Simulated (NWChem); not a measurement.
System: C$_{3}$HF$_{3}$; SMILES FC=C=C(F)F

Output (shortened):

```
             Northwest Computational Chemistry Package (NWChem) 7.3.0
             --------------------------------------------------------

                             Geometry "geometry" -> ""
                             -------------------------

 Output coordinates in angstroms (scale by  1.889725989 to convert to a.u.)

  No.       Tag          Charge          X              Y              Z
 ---- ---------------- ---------- -------------- -------------- --------------
    1 F                    9.0000     0.44119700    -2.57792900     0.00000000
    2 C                    6.0000    -0.49807500    -1.61601200     0.00000000
    3 C                    6.0000    -0.22668300    -0.32805800     0.00000000
    4 C                    6.0000    -0.01460300     0.96960400     0.00000000
    5 F                    9.0000     0.10821000     1.72410700     1.08573600
    6 F                    9.0000     0.10821000     1.72410700    -1.08573600
    7 H                    1.0000    -1.51828900    -2.04338300     0.00000000

 Effective nuclear repulsion energy (a.u.)     209.9507928905

                                 NWChem DFT Module
                                 -----------------

 Summary of "ao basis" -> "ao basis" (spherical)
 ------------------------------------------------------------------------------
       Tag                 Description            Shells   Functions and Types
 ---------------- ------------------------------  ------  ---------------------
 F                           6-31g*                  6       14   3s2p1d
 C                           6-31g*                  6       14   3s2p1d
 H                           6-31g*                  2        2   2s

 in cosmo_initialize ...
 calling solv_data for solv:cychexan

 solvent parameters
 solvname_short: cychexan
 solvname_long:  cyclohexane
 dielec:        2.0165
 dielecinf:     2.0352
 nonaqueous SMD model solvent descriptors
 dielec:        2.0165
 sola:          0.0000
 solb:          0.0000
 solc:          0.0000
 solg:         35.4800
 solh:          0.0000
 soln:          1.4266

          ---------------
          -cosmo- solvent
          ---------------
 Cosmo: York-Karplus, doi: 10.1021/jp992097l
 dielectric constant -eps-     =   2.02
 screen = (eps-1)/(eps    )    =   0.50409
 surface charge correction     = lagrangian

   van der Waals surface
 --------------------------

 ---------- ATOMIC COORDINATES (A.U.) ------------ VDWR(ANG.) --
     1    0.83374144   -4.87157943    0.00000000     1.730
     2   -0.94122527   -3.05381987    0.00000000     1.850
     3   -0.42836876   -0.61993973    0.00000000     1.850
     4   -0.02759567    1.83228588    0.00000000     1.850
     5    0.20448725    3.25808980    2.05174354     1.730
     6    0.20448725    3.25808980   -2.05174354     1.730
     7   -2.86915018   -3.86143396    0.00000000     1.200
 number of segments per atom =        128
 number of   points per atom =        128
 atom (   nspa,  nppa )
 ----------------------
    1 (     86,     0 )       0
    2 (     52,     0 )       0
    3 (     56,     0 )       0
    4 (     32,     0 )       0
    5 (     83,     0 )       0
    6 (     83,     0 )       0
    7 (     56,     0 )       0
 number of -cosmo- surface points =      448
 molecular surface =    112.841 angstrom**2
 molecular volume  =     86.343 angstrom**3
 -lineq- algorithm             =   0
 -bem- low  level              =   3
 -bem- from -octahedral-
 gaussian surface charge width =   4.50000
 degree of switching           =   1.00000
 switching function tolerance  =   0.00010
 atomic radii =
 --------------
    1  9.000  1.730
    2  6.000  1.850
    3  6.000  1.850
    4  6.000  1.850
    5  9.000  1.730
    6  9.000  1.730
    7  1.000  1.200
 ...... end of -cosmo- initialization ......

 nat:                     7
 ixmem:                  2814
 calling mnsol_interface()
 G(SMD-CDS) energy (kcal/mol)  =     0.942
 SMD-CDS SASA (angstrom**2)    =   127.461

            General Information
            -------------------
          SCF calculation type: DFT
          Wavefunction type:  closed shell.
          No. of atoms     :     7
          No. of electrons :    46
           Alpha electrons :    23
            Beta electrons :    23
          Charge           :     0
          Spin multiplicity:     1
          Use of symmetry is: off; symmetry adaption is: off
          Maximum number of iterations: 150
          AO basis - number of functions:    86
                     number of shells:    38
          Convergence on energy requested:  1.00D-06
          Convergence on density requested:  1.00D-05
          Convergence on gradient requested:  5.00D-04

              XC Information
              --------------
                       M06-2X Method XC Functional
                     Hartree-Fock (Exact) Exchange  0.540
                        M06-2X Exchange Functional  1.000
                      M06-2X Correlation Potential  1.000

             Grid Information
             ----------------
          Grid used for XC integration:  medium
          Radial quadrature: Mura-Knowles
          Angular quadrature: Lebedev.
          Tag              B.-S. Rad. Rad. Pts. Rad. Cut. Ang. Pts.
          ---              ---------- --------- --------- ---------
          F                   0.50       49          11.0       434
          C                   0.70       49           9.0       434
          H                   0.35       45           9.0       434
          Grid pruning is: on
          Number of quadrature shells:   339
          Spatial weights used:  Erf1

      Superposition of Atomic Density Guess
      -------------------------------------

 Sum of atomic energies:        -411.59599105

      Non-variational initial energy
      ------------------------------

 Total energy =    -413.733816
 1-e energy   =    -987.498983
 2-e energy   =     363.814374
 HOMO         =      -0.254782
 LUMO         =       0.035654

   convergence    iter        energy       DeltaE   RMS-Dens  Diis-err
 ---------------- ----- ----------------- --------- --------- ---------
     COSMO gas phase
 d= 0,ls=0.0,diis     1   -414.0344526404 -6.24D+02  1.75D-02  1.25D+00
 d= 0,ls=0.0,diis     2   -414.0463303116 -1.19D-02  7.38D-03  1.52D+00
 d= 0,ls=0.0,diis     3   -414.1863074471 -1.40D-01  1.26D-03  1.28D-02
 d= 0,ls=0.0,diis     4   -414.1874994109 -1.19D-03  5.14D-04  3.05D-03
 d= 0,ls=0.0,diis     5   -414.1878468351 -3.47D-04  1.77D-04  5.55D-04
  Resetting Diis
 d= 0,ls=0.0,diis     6   -414.1879152464 -6.84D-05  5.08D-05  1.02D-05
 d= 0,ls=0.0,diis     7   -414.1879174712 -2.22D-06  2.51D-05  3.01D-06
 d= 0,ls=0.0,diis     8   -414.1879174737 -2.50D-09  1.23D-05  3.30D-06
 d= 0,ls=0.0,diis     9   -414.1879178207 -3.47D-07  3.52D-06  7.01D-08

   convergence    iter        energy       DeltaE   RMS-Dens  Diis-err
 ---------------- ----- ----------------- --------- --------- ---------
     COSMO solvation phase
 d= 0,ls=0.0,diis     1   -414.1883247179 -4.07D-04  6.34D-04  4.78D-04
 d= 0,ls=0.0,diis     2   -414.1884493357 -1.25D-04  1.36D-04  1.31D-04
 d= 0,ls=0.0,diis     3   -414.1884594844 -1.01D-05  5.17D-05  3.76D-05
 d= 0,ls=0.0,diis     4   -414.1884634137 -3.93D-06  1.78D-05  1.17D-06
 d= 0,ls=0.0,diis     5   -414.1884635658 -1.52D-07  4.06D-06  1.62D-07

         Total DFT energy =     -414.188463565819
      One electron energy =     -988.445976227899
           Coulomb energy =      412.166178066597
    Exchange-Corr. energy =      -47.831923864632
 Nuclear repulsion energy =      209.950792890527

             COSMO energy =       -0.027534430412

 Numeric. integr. density =       46.000000896925

                                COSMO-SMD solvation results
                                ---------------------------

             internal energy in gas <Psi(g)|H|Psi(g)> =      -414.187917820679
         internal energy in solvent <Psi(s)|H|Psi(s)> =      -414.187766109337
                               delta internal energy  =         0.000151711342 (    0.10 kcal/mol)
   total free energy in solvent <Psi(s)|H+V/2|Psi(s)> =      -414.189964278395
 polarization energy contribution <Psi(s)|V/2|Psi(s)> =        -0.002198169057 (   -1.38 kcal/mol)
    total free energy in solvent including G(SMD-CDS) =      -414.188463565819
                       G(SMD-CDS) energy contribution =         0.001500712575 (    0.94 kcal/mol)
     1 M fixed-concentration free energy of solvation =        -0.000545745140 (   -0.34 kcal/mol)

                       DFT Final Molecular Orbital Analysis
                       ------------------------------------

 Vector   21  Occ=2.000000D+00  E=-4.759798D-01
              MO Center= -1.2D-01, -2.0D+00, -1.4D-09, r^2= 1.8D+00
   Bfn.  Coefficient  Atom+Function         Bfn.  Coefficient  Atom+Function
  ----- ------------  ---------------      ----- ------------  ---------------
     3      0.411529  1 F  px                 4      0.335004  1 F  py
     7      0.292509  1 F  px                 8      0.237214  1 F  py
    17     -0.227323  2 C  px                85      0.204352  7 H  s
    32      0.193143  3 C  py                86      0.186683  7 H  s
    18     -0.170851  2 C  py                20      0.166376  2 C  s

 Vector   22  Occ=2.000000D+00  E=-3.467066D-01
              MO Center= -2.3D-01, -9.1D-01, -3.7D-10, r^2= 1.9D+00
   Bfn.  Coefficient  Atom+Function         Bfn.  Coefficient  Atom+Function
  ----- ------------  ---------------      ----- ------------  ---------------
    33      0.420650  3 C  pz                19      0.359457  2 C  pz
    37      0.290165  3 C  pz                 5     -0.259624  1 F  pz
     9     -0.213480  1 F  pz                23      0.206983  2 C  pz
    60      0.110046  5 F  py                74     -0.110046  6 F  py
    64      0.081795  5 F  py                78     -0.081795  6 F  py

 Vector   23  Occ=2.000000D+00  E=-3.324809D-01
              MO Center= -1.4D-01,  2.2D-01,  3.0D-12, r^2= 2.1D+00
   Bfn.  Coefficient  Atom+Function         Bfn.  Coefficient  Atom+Function
  ----- ------------  ---------------      ----- ------------  ---------------
    31      0.415199  3 C  px                45      0.360373  4 C  px
    35      0.314431  3 C  px                59     -0.210052  5 F  px
    73     -0.210052  6 F  px                63     -0.169772  5 F  px
    77     -0.169772  6 F  px                49      0.162077  4 C  px
     4     -0.098655  1 F  py                36     -0.090445  3 C  py

 Vector   24  Occ=0.000000D+00  E= 1.821155D-02
              MO Center= -3.0D-01, -7.7D-01,  2.5D-09, r^2= 2.5D+00
   Bfn.  Coefficient  Atom+Function         Bfn.  Coefficient  Atom+Function
  ----- ------------  ---------------      ----- ------------  ---------------
    23      0.540779  2 C  pz                19      0.467834  2 C  pz
    37     -0.404460  3 C  pz                33     -0.346290  3 C  pz
    51     -0.240332  4 C  pz                47     -0.203879  4 C  pz
     9     -0.185361  1 F  pz                 5     -0.179312  1 F  pz
    62      0.160964  5 F  s                 76     -0.160964  6 F  s

 Vector   25  Occ=0.000000D+00  E= 3.596143D-02
              MO Center= -1.5D-01, -5.3D-03, -2.2D-09, r^2= 2.8D+00
   Bfn.  Coefficient  Atom+Function         Bfn.  Coefficient  Atom+Function
  ----- ------------  ---------------      ----- ------------  ---------------
    45      0.511860  4 C  px                49      0.467532  4 C  px
    31     -0.330295  3 C  px                86     -0.325840  7 H  s
    35     -0.313307  3 C  px                 6      0.282159  1 F  s
    22      0.280634  2 C  py                21     -0.278821  2 C  px
    36      0.248374  3 C  py                59     -0.171135  5 F  px

 Vector   26  Occ=0.000000D+00  E= 1.764322D-01
              MO Center= -1.4D+00, -1.7D+00, -8.9D-10, r^2= 3.0D+00
   Bfn.  Coefficient  Atom+Function         Bfn.  Coefficient  Atom+Function
  ----- ------------  ---------------      ----- ------------  ---------------
    86      1.769142  7 H  s                 20     -1.597191  2 C  s
    48     -0.649278  4 C  s                 21      0.585050  2 C  px
    34      0.551309  3 C  s                 22      0.412153  2 C  py
     6      0.266125  1 F  s                 16     -0.258392  2 C  s
     7     -0.220836  1 F  px                35     -0.166171  3 C  px

     Multipole analysis of the density
     ---------------------------------

     L   x y z        total         alpha         beta         nuclear
     -   - - -        -----         -----         ----         -------
     0   0 0 0     -0.000000    -23.000000    -23.000000     46.000000

     1   1 0 0     -0.569771     -0.250963     -0.250963     -0.067845
     1   0 1 0     -0.261609     -0.076367     -0.076367     -0.108875
     1   0 0 1      0.000000      0.000000      0.000000      0.000000

     2   2 0 0    -21.440907    -21.551361    -21.551361     21.661814
     2   1 1 0      2.360220     -1.346174     -1.346174      5.052569
     2   1 0 1      0.000000      0.000000      0.000000      0.000000
     2   0 2 0    -23.961265   -260.969837   -260.969837    497.978408
     2   0 1 1      0.000000      0.000000      0.000000      0.000000
     2   0 0 2    -23.853201    -49.813464    -49.813464     75.773728
```

Level: M06-2X/6-31G* (spherical d), SMD on the gas-phase geometry. Coordinates come from a PBE-D3(BJ)/def2-SVP optimisation. Solvent: cyclohexane.

### Question
Reconstruct the input file.

### Answer
Several could match; the one computed here: the input that was run:
```
start job
memory heap 200 mb stack 900 mb global 1100 mb
geometry units angstroms noautosym nocenter noautoz
  F      0.441197    -2.577929     0.000000
  C     -0.498075    -1.616012     0.000000
  C     -0.226683    -0.328058     0.000000
  C     -0.014603     0.969604     0.000000
  F      0.108210     1.724107     1.085736
  F      0.108210     1.724107    -1.085736
  H     -1.518289    -2.043383     0.000000
end
basis spherical
  * library 6-31g*
end
dft
  xc m06-2x
  iterations 150
end
cosmo
  do_cosmo_smd true
  solvent cychexan
end
task dft energy
```
